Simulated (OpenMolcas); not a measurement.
## Mo: effect of the active space

```yaml
Program: OpenMolcas 26.06
Method: CASSCF or its RAS form
Basis: ANO-RCC-VTZP
Scalar_Hamiltonian: DKH2, point nucleus
Spin-orbit_coupling: RASSI with atomic mean-field integrals over the reference wave functions, term energies averaged over their components
```

A. 6 electrons in 6 orbitals (4d 5s); 2S+1 = 7 even, 1 root; 2S+1 = 5 even, 23 roots; 2S+1 = 3 even, 30 roots; 2S+1 = 1 even, 1 root (0 in the spin-orbit step); cost about 60 core-seconds
B. 6 electrons in 9 orbitals (RAS2 4d 5s; RAS3 5p, at most 2 electrons); 2S+1 = 7 even, 1 root; 2S+1 = 5 even, 30 roots kept (CI in the orbitals of an earlier block); 2S+1 = 3 even, 72 roots kept (CI in the orbitals of an earlier block); 2S+1 = 1 even, 23 roots kept (CI in the orbitals of an earlier block); 2S+1 = 7 odd, 18 roots; 2S+1 = 5 odd, 13 roots kept (CI in the orbitals of an earlier block); 2S+1 = 3 odd, 3 roots kept (CI in the orbitals of an earlier block, 0 in the spin-orbit step); cost of the order of 2 core-minutes
C. 6 electrons in 11 orbitals (4d 5s 5d); 2S+1 = 7 even, 1 root; 2S+1 = 5 even, 15 roots kept (CI in the orbitals of an earlier block); cost of the order of 23 core-minutes

Energies in cm⁻¹ above 4d⁵ 5s ⁷S₃, the measured ground level; measured values from NIST Handbook of Basic Atomic Spectroscopic Data.

```json
{"Level": "4d⁵ 5s ⁷S₃", "A": "0.0", "B": "0.0", "C": "0.0", "Measured": "0.0"}
{"Level": "4d⁵ 5s ⁵S₂", "A": "16529", "B": "13811", "C": "16529", "Measured": "10768"}
{"Level": "4d⁴ 5s² ⁵D₀", "A": "20341", "B": "17300", "C": "17234", "Measured": "10966"}
{"Level": "4d⁴ 5s² ⁵D₁", "A": "20432", "B": "17443", "C": "17342", "Measured": ""}
{"Level": "4d⁴ 5s² ⁵D₂", "A": "20614", "B": "17706", "C": "17557", "Measured": ""}
{"Level": "4d⁴ 5s² ⁵D₃", "A": "20891", "B": "18062", "C": "17879", "Measured": ""}
{"Level": "4d⁴ 5s² ⁵D₄", "A": "21286", "B": "18499", "C": "18309", "Measured": ""}
```

Deviations, from unrounded energies. A percentage is the sum of absolute deviations over the sum of measured energies, with the sign that they share, or ± where signs differ.

```tsv
Against measurement	Levels	A	B	C
mean absolute deviation (cm-1)	2	7600	4700	6000
other terms of the ground configuration (%)	1	+53.5	+28.3	+53.5
other configurations (%)	1	+85.5	+57.8	+57.2
```

B lies closest to measurement on these levels and A furthest from it. The largest miss of B in the table is 4d⁴ 5s² ⁵D₀, by +6300 cm-1. The ranking rests on the paired levels alone, and a cruder setting can come out closer through cancelling errors.

The spin-orbit steps hold different terms of 4d⁵ 5s (A lacks among others ¹I, ¹S, a ³D, ³F, a ³G; C lacks among others ¹I, ¹S, ³D, ³F, ³G), which shifts levels as well.

Among A to C the level of the table that moves most is 4d⁴ 5s² ⁵D₀, by 3100 cm-1 (lowest in C, highest in A).

Without dynamic correlation excited terms often stand tens of per cent too high (terms of higher spin than the ground term too low), and those without a measured partner can miss by more than the paired ones. Some high roots are left out of the spin-orbit mixing, which shifts the levels that they would mix with (holds for A; B). Configurations are named by rounded mean occupations; where the s occupation lies near a half they are strongly mixed, a name can repeat and a true partner stay unpaired (holds for A; B). A single d shell beside an s shell can misplace configurations of different d count against each other (holds for A; B). Terms from blocks run as CI alone lack orbitals of their own (holds for B; C). Active for correlation alone: 5d; no level in the range computed is led by a configuration that fills it, so any true level of that kind is missing (holds for C). Computed and measured levels are paired by configuration, term and J; levels that our copy of the source lacks, or whose pairing is in doubt (as where it misses far off the trend of its configuration), stay unpaired and out of the deviations. Only configurations of the active space appear. Levels that lie high or do not pair safely by name in every column are left out.
